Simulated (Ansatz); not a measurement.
The cluster Pd₂O₂. The state is a singlet with charge 0. Geometry r2SCAN-D4/def2-TZVP; atoms count from 1.

```xyz
4

Pd   -0.2355   -1.7019   -0.8878
Pd    0.2356    1.7018    0.8878
O     0.6123   -0.2325    0.2834
O    -0.6124    0.2326   -0.2834
```

In the def2 sets Pd takes a core potential; there is no spin–orbit coupling. The structure holds 1 bond(s) between oxygen atoms. The restricted singlet is unstable towards broken spin symmetry at other levels; at PBE0-D4/def2-TZVP this wasn't settled. No other spin state of charge 0 was run. The geometry of the singlet was relaxed on an unsound state (restricted singlet, unstable towards broken spin symmetry at other levels and untested here). Another isomer (triplet) lies 0.29 eV lower at PBE0-D4/def2-TZVP; other spin states weren't run for this one.

Q: Estimate the Mulliken populations from the PBE0/def2-TZVP orbitals of Ansatz.

A: 
```tsv
atom	charge (e)	d electrons
Pd1	0.35	9.37
Pd2	0.35	9.37
O3	-0.35	–
O4	-0.35	–
```
Mulliken values and Mayer orders depend strongly on the basis.

Q: And the Mayer bond orders between bonded heavy atoms (over 0.3)?

A: Pd1–O3 0.42 (2.06 Å); Pd1–O4 0.42 (2.06 Å); Pd2–O3 0.42 (2.06 Å); Pd2–O4 0.42 (2.06 Å); O3–O4 0.91 (1.43 Å).
